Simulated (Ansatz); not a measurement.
CuF₂. Total charge 0; doublet. Geometry PBE-D4/def2-TZVP.

```tsv
atom	x (Å)	y (Å)	z (Å)
Cu1	0.000	0.000	0.000
F2	-0.571	1.459	-0.752
F3	0.571	-1.459	0.752
```

B3LYP takes the VWN-RPA correlation. At LDA (SPW92)/def2-TZVP an occupied level of the charge 0 doublet lies above an empty one (by up to 0.21 eV), so this SCF solution is probably not the lowest. At LDA (SPW92)/def2-TZVP, PBE-D4/def2-SVP the gap within one spin of the charge 0 doublet nearly closes, so an electron or hole may be smeared out by delocalisation error. No other spin state of charge 0 was run.

**Question.** Estimate the α-spin orbital energies around the gap (eV) in Ansatz with HF/def2-TZVP, LDA (SPW92)/def2-TZVP, PBE-D4/def2-SVP, B3LYP-D4/def2-TZVP, PBE0-D4/def2-SVP.

**Answer.** 
```json
{"orbital": "HOMO−13", "HF/def2-TZVP": "-99.27", "LDA (SPW92)/def2-TZVP": "-75.27", "PBE-D4/def2-SVP": "-75.00", "B3LYP-D4/def2-TZVP": "-81.21", "PBE0-D4/def2-SVP": "-82.27"}
{"orbital": "HOMO−12", "HF/def2-TZVP": "-40.97", "LDA (SPW92)/def2-TZVP": "-28.90", "PBE-D4/def2-SVP": "-27.76", "B3LYP-D4/def2-TZVP": "-30.87", "PBE0-D4/def2-SVP": "-30.35"}
{"orbital": "HOMO−11", "HF/def2-TZVP": "-40.67", "LDA (SPW92)/def2-TZVP": "-28.67", "PBE-D4/def2-SVP": "-27.52", "B3LYP-D4/def2-TZVP": "-30.61", "PBE0-D4/def2-SVP": "-30.06"}
{"orbital": "HOMO−10", "HF/def2-TZVP": "-24.26", "LDA (SPW92)/def2-TZVP": "-12.84", "PBE-D4/def2-SVP": "-11.75", "B3LYP-D4/def2-TZVP": "-15.05", "PBE0-D4/def2-SVP": "-15.21"}
{"orbital": "HOMO−9", "HF/def2-TZVP": "-22.83", "LDA (SPW92)/def2-TZVP": "-11.98", "PBE-D4/def2-SVP": "-11.09", "B3LYP-D4/def2-TZVP": "-13.70", "PBE0-D4/def2-SVP": "-13.89"}
{"orbital": "HOMO−8", "HF/def2-TZVP": "-22.83", "LDA (SPW92)/def2-TZVP": "-11.20", "PBE-D4/def2-SVP": "-10.22", "B3LYP-D4/def2-TZVP": "-13.70", "PBE0-D4/def2-SVP": "-13.89"}
{"orbital": "HOMO−7", "HF/def2-TZVP": "-21.64", "LDA (SPW92)/def2-TZVP": "-10.87", "PBE-D4/def2-SVP": "-9.74", "B3LYP-D4/def2-TZVP": "-12.57", "PBE0-D4/def2-SVP": "-12.87"}
{"orbital": "HOMO−6", "HF/def2-TZVP": "-21.64", "LDA (SPW92)/def2-TZVP": "-10.61", "PBE-D4/def2-SVP": "-9.67", "B3LYP-D4/def2-TZVP": "-12.57", "PBE0-D4/def2-SVP": "-12.87"}
{"orbital": "HOMO−5", "HF/def2-TZVP": "-16.38", "LDA (SPW92)/def2-TZVP": "-10.09", "PBE-D4/def2-SVP": "-9.04", "B3LYP-D4/def2-TZVP": "-11.50", "PBE0-D4/def2-SVP": "-11.07"}
{"orbital": "HOMO−4", "HF/def2-TZVP": "-16.19", "LDA (SPW92)/def2-TZVP": "-9.78", "PBE-D4/def2-SVP": "-8.91", "B3LYP-D4/def2-TZVP": "-10.92", "PBE0-D4/def2-SVP": "-10.65"}
{"orbital": "HOMO−3", "HF/def2-TZVP": "-16.11", "LDA (SPW92)/def2-TZVP": "-9.75", "PBE-D4/def2-SVP": "-8.89", "B3LYP-D4/def2-TZVP": "-10.80", "PBE0-D4/def2-SVP": "-10.41"}
{"orbital": "HOMO−2", "HF/def2-TZVP": "-16.11", "LDA (SPW92)/def2-TZVP": "-9.19", "PBE-D4/def2-SVP": "-8.34", "B3LYP-D4/def2-TZVP": "-10.80", "PBE0-D4/def2-SVP": "-10.41"}
{"orbital": "HOMO−1", "HF/def2-TZVP": "-15.52", "LDA (SPW92)/def2-TZVP": "-8.56", "PBE-D4/def2-SVP": "-7.69", "B3LYP-D4/def2-TZVP": "-9.88", "PBE0-D4/def2-SVP": "-9.53"}
{"orbital": "HOMO", "HF/def2-TZVP": "-15.52", "LDA (SPW92)/def2-TZVP": "-8.33", "PBE-D4/def2-SVP": "-7.42", "B3LYP-D4/def2-TZVP": "-9.88", "PBE0-D4/def2-SVP": "-9.53"}
{"orbital": "LUMO", "HF/def2-TZVP": "0.72", "LDA (SPW92)/def2-TZVP": "-2.47", "PBE-D4/def2-SVP": "-1.79", "B3LYP-D4/def2-TZVP": "-2.01", "PBE0-D4/def2-SVP": "-1.31"}
{"orbital": "LUMO+1", "HF/def2-TZVP": "5.26", "LDA (SPW92)/def2-TZVP": "0.59", "PBE-D4/def2-SVP": "1.31", "B3LYP-D4/def2-TZVP": "1.26", "PBE0-D4/def2-SVP": "1.91"}
{"orbital": "LUMO+2", "HF/def2-TZVP": "5.26", "LDA (SPW92)/def2-TZVP": "0.84", "PBE-D4/def2-SVP": "1.56", "B3LYP-D4/def2-TZVP": "1.26", "PBE0-D4/def2-SVP": "1.91"}
{"orbital": "LUMO+3", "HF/def2-TZVP": "5.97", "LDA (SPW92)/def2-TZVP": "2.45", "PBE-D4/def2-SVP": "2.29", "B3LYP-D4/def2-TZVP": "2.79", "PBE0-D4/def2-SVP": "2.78"}
{"orbital": "LUMO+4", "HF/def2-TZVP": "6.12", "LDA (SPW92)/def2-TZVP": "4.05", "PBE-D4/def2-SVP": "7.22", "B3LYP-D4/def2-TZVP": "4.17", "PBE0-D4/def2-SVP": "8.30"}
{"orbital": "LUMO+5", "HF/def2-TZVP": "6.12", "LDA (SPW92)/def2-TZVP": "4.05", "PBE-D4/def2-SVP": "23.28", "B3LYP-D4/def2-TZVP": "4.17", "PBE0-D4/def2-SVP": "25.32"}
{"orbital": "β HOMO", "HF/def2-TZVP": "-15.48", "LDA (SPW92)/def2-TZVP": "-7.97", "PBE-D4/def2-SVP": "-7.12", "B3LYP-D4/def2-TZVP": "-9.74", "PBE0-D4/def2-SVP": "-9.41"}
{"orbital": "β LUMO", "HF/def2-TZVP": "-0.19", "LDA (SPW92)/def2-TZVP": "-8.18", "PBE-D4/def2-SVP": "-7.10", "B3LYP-D4/def2-TZVP": "-6.66", "PBE0-D4/def2-SVP": "-5.87"}
```
